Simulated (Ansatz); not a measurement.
Correlation energies of H8OSi3 (`O[SiH2][SiH2][SiH3]`) by basis set

```xyz
12

O     0.4229    3.0143   -0.3209
Si    0.7275    1.4111   -0.5853
Si   -0.6383   -0.0168    0.6789
Si   -0.1408   -2.2514    0.1961
H    -0.4729    3.3238   -0.4604
H     2.1516    1.2121   -0.2188
H     0.5540    1.0560   -2.0247
H    -0.4565    0.2349    2.1366
H    -2.0710    0.2418    0.3478
H    -0.9969   -3.1748    0.9880
H    -0.3645   -2.5170   -1.2506
H     1.2850   -2.5340    0.5131
```

Charge 0, multiplicity 1. Geometry: relaxed with PBE0-D4/def2-TZVP. It is one conformer, not always the lowest. Frozen core, restricted reference, Ansatz. CBS rows extrapolate triple and quadruple zeta; past MP2 they add the triple-zeta difference.

```csv
basis,HF (Eh),MP2 corr.
def2-SVP,-946.00945,-0.49130
def2-TZVPP,-946.42218,-0.62193
def2-QZVPP,-946.45308,-0.66996
```

Q: Estimate the CCSD correlation energy and the (T) correction in each basis where they were run (hartree).

A: 
| basis | CCSD corr. | (T) |
| --- | --- | --- |
| def2-SVP | -0.55881 | -0.01346 |
| def2-TZVPP | -0.68659 | -0.02375 |
| CBS(def2) | -0.77019 | as TZ |
